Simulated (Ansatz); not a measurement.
C3H6Si, SMILES `C[Si]1=CC1` (charge 0, multiplicity 1).

Z-matrix (Å, degrees):
```
Si
C 1 1.6578
H 2 1.0761 1 161.55
C 2 1.5912 3 129.10 1 179.90
H 4 1.0904 2 117.26 3 -68.13
H 4 1.0905 5 111.17 2 -138.74
C 1 1.8642 2 153.57 3 -0.43
H 7 1.0903 1 109.33 2 0.65
H 7 1.0908 8 109.14 1 -120.78
H 7 1.0908 8 109.13 9 -118.44
```
Charge 0, spin multiplicity 1.

Frozen-core energies in 6-31g from Ansatz (an electronic-structure program) at a geometry from B3LYP-D3(BJ)/def2-TZVP; the HF reference has <S^2> = 0.00 (restricted, and unstable towards unrestricted orbitals) and the T1 diagnostic is 0.012.

```
level     energy (Ha)  difference from CCSDT(Q) (mHa)
--------  -----------  ------------------------------
HF         -405.77630                          392.46
MP2        -406.11458                           54.18
CCSD       -406.15466                           14.10
CCSD(T)    -406.16691                            1.85
CCSDT      -406.16758                            1.18
CCSDT(Q)   -406.16876                            0.00
```
